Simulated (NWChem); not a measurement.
Everything below was run with NWChem. System: CH3FGe, charge 1, spin multiplicity 2, at the geometry of a parent with another charge or spin, in a state set for the comparison that need not be this species' ground state. Its SCF solution wasn't tested for a lower state. Level: UB3LYP/aug-pcseg-1, VWN1-RPA local correlation.

NWChem printed:

```
             Northwest Computational Chemistry Package (NWChem) 7.3.0
             --------------------------------------------------------

                                NWChem Input Module
                                -------------------

 Scaling coordinates for geometry "geometry" by  1.889725989
 (inverse scale =  0.529177249)

 Turning off AUTOSYM since
 SYMMETRY directive was detected!

                             Geometry "geometry" -> ""
                             -------------------------

 Output coordinates in angstroms (scale by  1.889725989 to convert to a.u.)

  No.       Tag          Charge          X              Y              Z
 ---- ---------------- ---------- -------------- -------------- --------------
    1 Ge                  32.0000    -0.47209600    -0.07823400     0.00000000
    2 F                    9.0000     0.81806100    -1.31241400     0.00000000
    3 C                    6.0000     0.77278100     1.49518000     0.00000000
    4 H                    1.0000     0.24042600     2.46739900     0.00000000
    5 H                    1.0000     1.43371600     1.43837300    -0.89225700
    6 H                    1.0000     1.43371600     1.43837300     0.89225700

 Effective nuclear repulsion energy (a.u.)     179.5638138298

            Nuclear Dipole moment (a.u.)
            ----------------------------
        X                 Y               Z
 ---------------- ---------------- ----------------
     0.0000396842     0.0000207870     0.0000000000

      Symmetry information
      --------------------

 Group name             Cs
 Group number              2
 Group order               2
 No. of unique centers     5

      Symmetry unique atoms

     1    2    3    4    5


 Summary of "ao basis" -> "" (spherical)
 ------------------------------------------------------------------------------
       Tag                 Description            Shells   Functions and Types
 ---------------- ------------------------------  ------  ---------------------
 *                        aug-pcseg-1                 on all atoms

                                 NWChem DFT Module
                                 -----------------

 Summary of "ao basis" -> "ao basis" (spherical)
 ------------------------------------------------------------------------------
       Tag                 Description            Shells   Functions and Types
 ---------------- ------------------------------  ------  ---------------------
 Ge                       aug-pcseg-1               14       36   6s5p3d
 F                        aug-pcseg-1                9       23   4s3p2d
 C                        aug-pcseg-1                9       23   4s3p2d
 H                        aug-pcseg-1                5        9   3s2p

 Summary of "ao basis" -> "ao basis" (spherical)
 ------------------------------------------------------------------------------
       Tag                 Description            Shells   Functions and Types
 ---------------- ------------------------------  ------  ---------------------
 Ge                       aug-pcseg-1               14       36   6s5p3d
 F                        aug-pcseg-1                9       23   4s3p2d
 C                        aug-pcseg-1                9       23   4s3p2d
 H                        aug-pcseg-1                5        9   3s2p

      Symmetry analysis of basis
      --------------------------

        a'         73
        a"         36

            General Information
            -------------------
          SCF calculation type: DFT
          Wavefunction type:  spin polarized.
          No. of atoms     :     6
          No. of electrons :    49
           Alpha electrons :    25
            Beta electrons :    24
          Charge           :     1
          Spin multiplicity:     2
          Use of symmetry is: on ; symmetry adaption is: on
          Maximum number of iterations: 100
          AO basis - number of functions:   109
                     number of shells:    47
          Convergence on energy requested:  1.00D-06
          Convergence on density requested:  1.00D-05
          Convergence on gradient requested:  5.00D-04

              XC Information
[...]
  ----- ------------  ---------------      ----- ------------  ---------------
    41      0.541095  2 F  px                44      0.365864  2 F  px
    14      0.205446  1 Ge py                 4      0.193393  1 Ge s
    64     -0.159418  3 C  px                42      0.140428  2 F  py
     3     -0.139673  1 Ge s                  5      0.131895  1 Ge s
    11     -0.130000  1 Ge py                65     -0.112918  3 C  py

 Vector   23  Occ=1.000000D+00  E=-6.298438D-01  Symmetry=a"
              MO Center=  8.5D-01, -5.0D-01, -3.5D-14, r^2= 2.3D+00
   Bfn.  Coefficient  Atom+Function         Bfn.  Coefficient  Atom+Function
  ----- ------------  ---------------      ----- ------------  ---------------
    43      0.571356  2 F  pz                46      0.377100  2 F  pz
    66     -0.253372  3 C  pz                92      0.176770  5 H  s
   101     -0.176770  6 H  s                 69     -0.162497  3 C  pz
    15      0.059943  1 Ge pz                93     -0.050412  5 H  s
   102      0.050412  6 H  s                 49      0.048518  2 F  pz

 Vector   24  Occ=1.000000D+00  E=-6.138690D-01  Symmetry=a'
              MO Center=  4.4D-01, -1.9D-01,  5.5D-17, r^2= 3.1D+00
   Bfn.  Coefficient  Atom+Function         Bfn.  Coefficient  Atom+Function
  ----- ------------  ---------------      ----- ------------  ---------------
    42      0.521898  2 F  py                45      0.364177  2 F  py
     5     -0.311511  1 Ge s                  4     -0.301465  1 Ge s
    65      0.241986  3 C  py                 3      0.227856  1 Ge s
    83      0.227847  4 H  s                 14     -0.103306  1 Ge py
    68      0.096979  3 C  py                84      0.096677  4 H  s

 Vector   25  Occ=0.000000D+00  E=-4.364075D-01  Symmetry=a'
              MO Center= -2.3D-01,  2.5D-01, -1.3D-15, r^2= 2.9D+00
   Bfn.  Coefficient  Atom+Function         Bfn.  Coefficient  Atom+Function
  ----- ------------  ---------------      ----- ------------  ---------------
     5      0.480223  1 Ge s                  4      0.341026  1 Ge s
    13     -0.317336  1 Ge px                65      0.261081  3 C  py
     3     -0.250968  1 Ge s                 64      0.245683  3 C  px
    68      0.221240  3 C  py                41      0.215116  2 F  px
    67      0.203273  3 C  px                10      0.183994  1 Ge px

 Vector   26  Occ=0.000000D+00  E=-3.418354D-01  Symmetry=a"
              MO Center= -4.3D-01, -3.6D-03,  4.7D-15, r^2= 2.6D+00
   Bfn.  Coefficient  Atom+Function         Bfn.  Coefficient  Atom+Function
  ----- ------------  ---------------      ----- ------------  ---------------
    18      0.640865  1 Ge pz                15      0.551118  1 Ge pz
    12     -0.295683  1 Ge pz                93      0.204968  5 H  s
   102     -0.204968  6 H  s                 43     -0.192058  2 F  pz
    46     -0.138450  2 F  pz                72     -0.109564  3 C  pz
    92      0.106820  5 H  s                101     -0.106820  6 H  s

 Vector   27  Occ=0.000000D+00  E=-2.309281D-01  Symmetry=a'
              MO Center= -5.8D-01, -3.9D-04, -5.8D-15, r^2= 3.6D+00
   Bfn.  Coefficient  Atom+Function         Bfn.  Coefficient  Atom+Function
  ----- ------------  ---------------      ----- ------------  ---------------
    17      0.650969  1 Ge py                16     -0.515612  1 Ge px
     5     -0.440547  1 Ge s                 14      0.367437  1 Ge py
    40      0.366230  2 F  s                 13     -0.243762  1 Ge px
    39      0.220166  2 F  s                 41     -0.208568  2 F  px
    11     -0.188513  1 Ge py                44     -0.187090  2 F  px

   alpha - beta orbital overlaps
   -----------------------------

   alpha      1      2      3      4      5      6      7      8      9     10
    beta      1      2      3      5      4      6      7      8      9     11
 overlap   1.000  1.000  1.000  0.960  0.960  1.000  1.000  1.000  1.000  0.995

   alpha     11     12     13     14     15     16     17     18     19     20
    beta     10     12     15     14     13     16     17     18     19     20
 overlap   0.995  0.998  0.998  1.000  1.000  0.997  1.000  0.999  0.994  0.993

   alpha     21     22     23     24     25     26     27     28     29     30
    beta     21     22     23     24     25     26     27     28     29     30
 overlap   0.998  0.993  0.998  0.989  0.996  0.999  0.995  0.963  0.966  0.999

   alpha     31     32     33     34     35     36     37     38     39     40
    beta     31     32     33     36     35     34     37     38     39     40
 overlap   0.996  0.962  0.998  0.704  0.997  0.729  0.997  0.996  0.995  0.981

   alpha     41     42     43     44     45     46     47     48     49     50
    beta     42     41     43     44     45     46     47     48     49     50
 overlap   0.978  1.000  0.969  1.000  1.000  0.996  0.999  0.998  0.999  0.978

   alpha     51     52     53     54     55     56     57     58     59     60
    beta     51     52     53     54     55     56     57     58     59     60
 overlap   0.934  0.959  0.999  0.999  0.997  0.996  0.999  0.988  0.998  0.988

   alpha     61     62     63     64     65     66     67     68     69     70
    beta     61     62     63     64     65     66     67     68     69     70
 overlap   0.995  0.996  1.000  0.994  0.997  0.996  0.997  0.994  0.996  0.999

   alpha     71     72     73     74     75     76     77     78     79     80
    beta     71     72     73     74     75     76     77     78     79     80
 overlap   0.997  0.994  0.991  0.994  0.999  0.998  0.997  1.000  0.999  0.990

   alpha     81     82     83     84     85     86     87     88     89     90
    beta     81     82     83     84     85     86     87     88     89     90
 overlap   0.998  1.000  0.989  0.988  1.000  1.000  1.000  1.000  1.000  1.000

   alpha     91     92     93     94     95     96     97     98     99    100
    beta     91     92     93     94     95     96     97     98     99    100
 overlap   1.000  1.000  0.996  0.999  0.996  0.999  1.000  1.000  1.000  1.000

   alpha    101    102    103    104    105    106    107    108    109
    beta    101    102    103    104    105    106    107    108    109
 overlap   1.000  1.000  0.998  0.998  1.000  1.000  1.000  1.000  1.000

     --------------------------
     Expectation value of S2:
     --------------------------
      <S2> =      0.7556 (Exact =     0.7500)

 center of mass
 --------------
 x =  -0.12168531 y =  -0.12935345 z =   0.00000000

 moments of inertia (a.u.)
 ------------------
         255.000653750049          -1.703524571438           0.000000000000
          -1.703524571438         148.964846158431           0.000000000000
           0.000000000000           0.000000000000         392.504494494268

     Multipole analysis of the density
     ---------------------------------

     L   x y z        total         alpha         beta         nuclear
     -   - - -        -----         -----         ----         -------
     0   0 0 0      1.000000    -25.000000    -24.000000     50.000000

     1   1 0 0     -0.562210     -0.069464     -0.492786      0.000040
     1   0 1 0      1.387841      0.439990      0.947830      0.000021
     1   0 0 1     -0.000000      0.000000     -0.000000      0.000000

     2   2 0 0    -16.364736    -47.888466    -43.136630     74.660360
     2   1 1 0      3.337619     -5.090885     -2.890049     11.318553
     2   1 0 1     -0.000000     -0.000000     -0.000000      0.000000
     2   0 2 0    -15.999414    -80.540711    -75.933673    140.474969
     2   0 1 1     -0.000000     -0.000000     -0.000000      0.000000
     2   0 0 2    -17.060552    -11.885837    -10.860725      5.686010

 Task  times  cpu:       10.1s     wall:       10.1s

 Total times  cpu:       10.1s     wall:       10.1s
```

### Question
Write an NWChem input that would produce this output.

### Answer
Several could match; the one computed here: 
```
start mol
memory heap 200 mb stack 900 mb global 1100 mb
charge 1
geometry units angstroms nocenter noautoz
  Ge    -0.472096    -0.078234     0.000000
  F      0.818061    -1.312414     0.000000
  C      0.772781     1.495180     0.000000
  H      0.240426     2.467399     0.000000
  H      1.433716     1.438373    -0.892257
  H      1.433716     1.438373     0.892257
  symmetry group Cs
end
basis spherical
  * library aug-pcseg-1
end
dft
  xc b3lyp
  odft
  mult 2
  semidirect memsize 60000000 filesize 0
  iterations 100
end
task dft energy
```
